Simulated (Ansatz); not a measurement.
Cost and result up the ladder for AlSi₆ (7 atoms). Total charge 0; doublet. Geometry: B3LYP-D4/def2-SVP.

```csv
atom,x (Å),y (Å),z (Å)
Al1,-1.235,0.888,-1.290
Si2,-3.162,-0.348,-0.389
Si3,-1.273,-0.828,0.608
Si4,2.826,-0.550,1.302
Si5,0.948,1.839,-1.808
Si6,0.683,-1.315,1.627
Si7,1.213,0.314,-0.051
```

Ansatz on 4 threads of Intel Xeon on a shared host. Times are rough, and most runs start from the orbitals of an earlier one. ωB97X-V/def2-TZVP serves as the yardstick here, not as an exact answer. Differences are given only for rows in sets of like size (and for xTB, whose basis is part of the method), since another set adds its own error. Binding counts from free atoms at the same level (Al doublet, Si triplet; other spins of the atoms weren't run), without zero-point energy or a counterpoise term.

Correlated methods freeze 35 core orbitals. The rows differ in basis, and correlated rows in double-zeta sets carry the largest basis error. In CCSD on the charge 0 doublet the largest single amplitude is 0.20, so its Hartree–Fock determinant may place the open shell otherwise than the density functionals do. Another isomer (doublet) lies 1.37 eV lower at PBE0-D4/def2-TZVP; other spin states weren't run for this one.

Run but left out: HF/STO-3G, MP2/def2-TZVP (⟨S²⟩ 1.29 to 1.99, where a pure state has 0.75).

Correlated methods converge slowly with the basis, most of all in double-zeta sets.

```json
{"level": "PBE-D4/def2-SVP", "functions": "126", "wall time": "9.1 s", "binding energy per atom (eV)": "3.19", "difference from ωB97X-V/def2-TZVP (eV)": "–", "remarks": "–"}
{"level": "PBE0-D4/def2-SVP", "functions": "126", "wall time": "14 s", "binding energy per atom (eV)": "3.04", "difference from ωB97X-V/def2-TZVP (eV)": "–", "remarks": "–"}
{"level": "PBE-D4/def2-TZVP (with forces)", "functions": "259", "wall time": "21 s", "binding energy per atom (eV)": "3.23", "difference from ωB97X-V/def2-TZVP (eV)": "0.33", "remarks": "–"}
{"level": "revPBE-D4/def2-TZVP", "functions": "259", "wall time": "22 s", "binding energy per atom (eV)": "3.14", "difference from ωB97X-V/def2-TZVP (eV)": "0.23", "remarks": "–"}
{"level": "r2SCAN-D4/def2-TZVP", "functions": "259", "wall time": "49 s", "binding energy per atom (eV)": "3.14", "difference from ωB97X-V/def2-TZVP (eV)": "0.23", "remarks": "–"}
{"level": "CCSD(T)/def2-SVP", "functions": "126", "wall time": "61 s", "binding energy per atom (eV)": "2.60", "difference from ωB97X-V/def2-TZVP (eV)": "–", "remarks": "large T1 (0.056), spin-contaminated (⟨S²⟩ 1.22)"}
{"level": "PBE0-D4/def2-TZVP", "functions": "259", "wall time": "65 s", "binding energy per atom (eV)": "3.09", "difference from ωB97X-V/def2-TZVP (eV)": "0.18", "remarks": "–"}
{"level": "r2SCANh-D4/def2-TZVP", "functions": "259", "wall time": "94 s", "binding energy per atom (eV)": "3.08", "difference from ωB97X-V/def2-TZVP (eV)": "0.18", "remarks": "–"}
{"level": "ωB97X-V/def2-TZVP", "functions": "259", "wall time": "2.1 min", "binding energy per atom (eV)": "2.90", "difference from ωB97X-V/def2-TZVP (eV)": "0.00", "remarks": "–"}
```
